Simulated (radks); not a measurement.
Numerical settings for the scandium ion Sc+, [Ar] 3d1 4s1. All-electron calculation, scalar-relativistic Kohn-Sham, BLYP, spin-unpolarised, spherical densities, point nucleus. Program: a radial shooting solver on a logarithmic mesh with Libxc functionals. The defaults (mesh step 0.008 in ln r, mesh end at 40 bohr or more with all orbitals vanishing there, Anderson mixing 0.5 over 9 steps, residual threshold near 1e-9 with the energy settled to 1e-9 hartree or 1e-11 of itself, here a cap of 57 iterations) give E = -764.0596 hartree and 4s at -9.752 eV in 14 iterations. Run on one thread of a shared host, so times are rough (Arm Neoverse V1): 0.09 s of CPU time, 0.09 s wall, 14 iterations on 2546 mesh points. Changes against that run (0 stands for a change within the tolerance of the run):

setting                    iterations  converged  E (mhartree)  e(4s) (meV)  CPU (s)
mesh step in ln r 0.012            14        yes             0            0     0.07
mesh step in ln r 0.003            14        yes             0            0     0.22
mesh step in ln r 0.05             14        yes     +0.000326            0     0.02
mesh end (bohr) 20                 14        yes             0            0     0.09
mesh end (bohr) 400                14        yes             0            0     0.09
residual threshold 1e-13           22        yes             0            0     0.12
residual threshold 0.01             9        yes             0       -0.601     0.07
mixing 0.2                         16        yes             0            0      0.1
linear mixing, mixing 0.8          33        yes             0            0     0.17
linear mixing, mixing 1            57         no     -0.000972        -6.96     0.34
mixing history 3                   17        yes             0            0      0.1
iteration cap 2                     2         no         +80.9    -5.01e+03     0.02

No run marked as converged misses the energy by more than 1 mhartree. A mesh that ends early acts as a hard wall.
